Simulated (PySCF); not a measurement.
## SMILES CC(C)COC(=O)C(=O)O[SiH3], C6H12O4Si

Geometry (Å), atoms numbered from 1 in this order:
```xyz
23

C    -1.939   -0.451    1.266
C    -2.381    0.286    0.005
C    -2.592   -0.688   -1.152
C    -1.357    1.359   -0.385
O    -0.085    0.773   -0.673
C     0.880    0.913    0.215
O     0.825    1.531    1.245
C     2.147    0.170   -0.256
O     2.344   -0.148   -1.396
O     2.970   -0.063    0.734
Si    4.456   -0.806    0.556
H    -1.028   -1.016    1.078
H    -2.711   -1.148    1.585
H    -1.748    0.250    2.075
H    -3.320    0.811    0.212
H    -3.300   -1.463   -0.869
H    -2.978   -0.168   -2.025
H    -1.650   -1.158   -1.420
H    -1.235    2.087    0.425
H    -1.667    1.867   -1.301
H     5.276    0.017   -0.324
H     4.239   -2.139    0.005
H     4.849   -0.789    1.955
```

Level of theory: PySCF, GIAO BHandHLYP/pcSseg-1 magnetisability, rotational g tensor and spin-rotation constants, non-relativistic, gas phase. Geometry: GFN2-xTB.

(1) Give the nuclear spin-rotation constants along the inertial axes (H = +C I·J) beside the isotropic shieldings.

Answers

(1) Rotational constants 2.0784, 0.4271, 0.4140 GHz. A star marks the isotopologue with that one atom substituted, in its own axes.
| atom | isotope | Caa (kHz) | Cbb (kHz) | Ccc (kHz) | mean (kHz) | σ (ppm) |
| --- | --- | --- | --- | --- | --- | --- |
| H12 | 1H | -0.011 | -0.044 | -0.042 | -0.032 | 31.2 |
| H13 | 1H | -0.130 | -0.050 | -0.010 | -0.063 | 30.9 |
| H14 | 1H | -0.223 | 0.003 | -0.041 | -0.087 | 30.7 |
| H15 | 1H | 0.010 | -0.041 | -0.042 | -0.025 | 30.3 |
| H16 | 1H | -0.151 | -0.048 | -0.007 | -0.069 | 30.9 |
| H17 | 1H | -0.173 | -0.034 | -0.016 | -0.074 | 30.8 |
| H18 | 1H | -0.009 | -0.034 | -0.046 | -0.029 | 30.4 |
| H19 | 1H | -0.180 | 0.020 | -0.037 | -0.066 | 26.5 |
| H20 | 1H | -0.162 | -0.027 | -0.007 | -0.066 | 28.1 |
| H21 | 1H | -0.123 | -0.037 | 0.004 | -0.052 | 27.1 |
| H22 | 1H | -0.184 | -0.006 | -0.014 | -0.068 | 27.1 |
| H23 | 1H | -0.160 | 0.003 | -0.030 | -0.062 | 27.3 |
| C1 | 13C* | 0.333 | 0.057 | 0.060 | 0.150 | 165.9 |
| C2 | 13C* | 0.321 | 0.074 | 0.070 | 0.155 | 152.7 |
| C4 | 13C* | 0.416 | 0.108 | 0.086 | 0.203 | 115.9 |
| O5 | 17O* | -0.504 | -0.115 | -0.042 | -0.221 | 147.5 |
| C6 | 13C* | 1.129 | 0.123 | 0.112 | 0.455 | 18.6 |
| O7 | 17O* | -1.139 | -0.260 | -0.025 | -0.475 | -98.0 |
| C8 | 13C* | 1.061 | 0.123 | 0.124 | 0.436 | 19.5 |
| O9 | 17O* | -1.078 | -0.255 | -0.065 | -0.466 | -120.0 |
| O10 | 17O* | -0.471 | -0.103 | -0.046 | -0.206 | 162.2 |
| Si11 | 29Si* | -1.118 | -0.255 | -0.244 | -0.539 | 394.9 |

For the geometry as given, no vibrational averaging.
